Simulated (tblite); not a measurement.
C5H6FNO.
Geometry (GFN2-xTB, Å), atoms numbered from 1 in this order:
```xyz
14
C5H6FNO angstrom
C      3.1797    0.4139    0.9145
C      2.0878   -0.0050    0.6625
C      0.7470   -0.5027    0.4111
F      0.2489   -1.0905    1.5698
C     -0.1905    0.6314   -0.0200
C     -1.5446    0.0842   -0.4660
N     -2.3259   -0.3380    0.5504
O     -1.8860    0.0432   -1.6248
H      4.1444    0.7772    1.1103
H      0.7732   -1.3013   -0.3437
H     -0.3186    1.3237    0.8142
H      0.2635    1.1571   -0.8601
H     -1.9764   -0.4140    1.4899
H     -3.2032   -0.7799    0.3297
```

Method: GFN2-xTB as coded in tblite; computed harmonic values from a numerical Hessian at the method's own geometry, unscaled. The method is semi-empirical: single wavenumbers can be off by several per cent or more. One conformer, not necessarily the lowest.

Harmonic wavenumbers (cm⁻¹): 37.2, 78.0, 118.0, 183.9, 223.2, 328.1, 409.7, 412.7, 452.8, 519.4, 540.6, 552.9, 655.6, 678.6, 684.1, 863.4, 893.1, 966.6, 1013.1, 1052.9, 1070.1, 1140.4, 1215.9, 1263.0, 1292.9, 1300.3, 1438.9, 1461.1, 1775.6, 2286.8, 2890.2, 2991.8, 3022.5, 3395.5, 3466.9, 3535.9.

A = 4540, B = 1179, C = 1001 MHz; mass 115.043 u (most abundant isotopes); point group C1, symmetry number 1.

What is the zero-point energy?

Half the sum of the wavenumbers: 22106 cm⁻¹ = 264.45 kJ/mol.

Entropy at 298.15 K, 1 bar (ideal gas, RRHO, classical rotation)?

Translation 168.04, rotation 119.19, vibration 101.22: S = 388.4 J/(mol K).

And Cp and H(298.15 K) − H(0)?

Cp = 138.49 J/(mol K), of which vibrations give 105.23 (their classical limit is 36 R = 299.3); H(298.15 K) − H(0) = 25.67 kJ/mol without the zero-point energy, 15.76 from vibrations.

How do the functions run with temperature in this model?

```csv
T (K),S (J/(mol K)),Cp (J/(mol K)),H − H(0) (kJ/mol),G − H(0) (kJ/mol),ln q(vib)
50,240.8,51.6,2.07,-9.97,0.57
100,281.8,68.6,5.08,-23.10,1.61
373.15,422.0,161.3,36.94,-120.55,7.41
500,473.8,192.5,59.47,-177.43,10.07
750,560.3,233.5,113.16,-307.08,15.01
1000,631.3,259.4,174.99,-456.31,19.50
```

q(vib) and H(0) count from the zero-point level.

What must be added to the electronic energy to get the Gibbs energy at 298.15 K and 1 bar?

ZPE + [H(298.15 K) − H(0)] − T·S = 264.45 + 25.67 − 115.82 = 174.30 kJ/mol.

Which modes carry the vibrational entropy at 298.15 K?

37.2 cm⁻¹: 22.61; 78.0 cm⁻¹: 16.49; 118.0 cm⁻¹: 13.11; 183.9 cm⁻¹: 9.57; 223.2 cm⁻¹: 8.09; 328.1 cm⁻¹: 5.31 J/(mol K); the other 30 give 26.05 together.

Hindered rotation and anharmonicity are outside this model. Other conformers, if any are populated, would add a mixing term that is left out. The structure is chiral; the term R ln 2 for an equal mix with its mirror image is left out.
